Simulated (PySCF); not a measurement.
## Working out the ionisation energy of Cs

Cs [Xe] 6s1 (2S) → Cs+ [Xe] (1S). Computed with PySCF 2.14 in aug-cc-pwCVTZ-X2C with one added diffuse shell each of s, p, d, f type (12s11p9d5f, 125 functions), with the spin-free X2C one-electron Hamiltonian (Gaussian nucleus). Frozen: [Kr] 4d10. Energies in hartree (1 hartree = 27.21139 eV):

```tsv
part	Cs (lower)	Cs+ (upper)
UHF	-7783.103092	-7782.975237
MP2 opposite-spin	-0.121229	-0.114401
MP2 same-spin	-0.042845	-0.036947
```

What does Hartree-Fock give?

(-7782.975237) − (-7783.103092) = 0.127855 hartree = 3.479 eV.

What do MP2 and SCS-MP2 (6/5 opposite-spin, 1/3 same-spin) give?

The opposite-spin parts differ by 0.186 eV and the same-spin parts by 0.160 eV. MP2: 3.479 + (0.186) + (0.160) = 3.825 eV. SCS-MP2: 3.479 + 1.2 × (0.186) + (0.160)/3 = 3.756 eV.

Measured between the centres of the two terms (NIST): 3.894 eV, so MP2 (valence and next inner shell) is off by -0.069 eV.

What remains against the reference includes basis incompleteness, the frozen core and correlation beyond second order.
